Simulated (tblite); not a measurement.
C₄H₆ClSi₂ (doublet state).
Geometry (GFN2-xTB, Å), atoms numbered from 1 in this order:
```
atom  x, y, z in Å
C1     2.6860    1.6368    0.6211
C2     2.3767    1.0747   -0.4905
Si3    1.5886   -0.6827   -0.6957
Cl4    1.9299   -1.2695   -2.6106
C5    -0.2290   -0.5570   -0.4062
C6    -1.4227   -0.4477   -0.2253
Si7   -3.2456   -0.2965    0.0659
H8     2.6239    1.4060    1.6603
H9     2.5586    1.5630   -1.4408
H10    2.1943   -1.6410    0.2244
H11   -3.6128    1.1158   -0.0563
H12   -3.5188   -0.7949    1.4160
H13   -3.9334   -1.1066   -0.9413
```

Computed values, GFN2-xTB/tblite, gas phase, harmonic and unscaled. The method is semi-empirical: single wavenumbers can be off by several per cent or more. Modes of hydrogen on silicon can be 10 to 20 % off. One conformer, not necessarily the lowest. Open shells enter through the occupations alone, without spin polarisation, and single modes of such species can be off by tens of per cent. The optimisation stopped once no atom felt more than 0.01 eV/Å.

Lowest wavenumbers of the output (negative numbers stand for imaginary wavenumbers):
```
mode    cm-1
  1     -21.7
  2      -4.9
  3      53.2
  4      75.3
  5     119.4
  6     160.3
  7     178.1
  8     268.3
  9     286.7
 10     298.9
 11     422.7
 12     503.0
 13     527.5
 14     533.7
 15     537.4
```

Task: Is this structure a minimum?

Result: Not by this Hessian. 1 mode is imaginary beyond 20i (22i cm⁻¹), and 1 more slightly so (4.9i). The curvature is small, so loose convergence or finite differences may be the whole cause.

Task: Which atoms move in the imaginary modes?

Result: 22i: H12 (hydrogen on silicon) 33 %, H13 (hydrogen on silicon) 33 %, H11 (hydrogen on silicon) 32 %; 5i: C1 (carbon bonded to C and H) 47 %, H8 (hydrogen on carbon) 23 %, H9 (hydrogen on carbon) 12 %. These are shares of the mass-weighted motion.

Task: What is the remedy?

Result: Step along such a mode in both directions, optimise again with tighter thresholds and repeat the frequencies. The zero-point energy of this point (44.3 kcal/mol) counts the 31 real modes alone, and thermal corrections from it aren't those of a minimum.
